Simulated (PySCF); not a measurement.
B3LYP has the VWN-RPA correlation part, as in Gaussian. Excitations are Tamm–Dancoff values on a coarser integration grid. The basis has no diffuse functions, so Rydberg states are missing or too high.

Cartesian coordinates (Å):
```xyz
9

B      1.5173    -0.1151     0.1954
N      0.2931     0.5829     0.2162
C     -0.9841     0.1165    -0.1144
N     -1.2079    -1.0657    -0.4967
H      1.5495    -1.2517    -0.1330
H      2.4869     0.4955     0.5206
H      0.2945     1.5508     0.5005
H     -1.7524     0.8881    -0.0030
H     -2.1969    -1.2014    -0.6856
```
Charge 0, multiplicity 1.

What is the computed S1 oscillator strength, HOMO, S1 excitation (TDA), S1–T1 gap (TDA) and dipole moment (B3LYP-D3(BJ)/def2-TZVP (PySCF))?


| Item | Value |
|---|---|
| S1 oscillator strength | 0.001 |
| HOMO | -7.65 eV |
| S1 excitation (TDA) | 5.19 eV |
| S1–T1 gap (TDA) | 0.83 eV |
| dipole moment | 3.27 D |
